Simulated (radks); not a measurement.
Results of a calculation; reference values are marked as such.
Mn4+, configuration [Ar] 3d3. Level of theory: Dirac Kohn-Sham, BLYP, spin-unpolarised, spherical densities, point nucleus; open shells fill j = l - 1/2 first (a radial shooting solver on a logarithmic mesh with Libxc functionals).

Spin-orbit splittings of the eigenvalues, e(l+1/2) - e(l-1/2), with zeta = 2 splitting/(2l+1) and mean radii in bohr:

shell  occ.  splitting (eV)  zeta (eV)  <r> j=l-1/2  <r> j=l+1/2
2p        6           10.44      6.957       0.2451       0.2480
3p        6           1.369     0.9124       0.8659       0.8737
3d        3               ?          ?       0.9694       0.9720

Estimate the 3d splitting.

Answer. 0.1601 eV (zeta = 0.06405 eV).
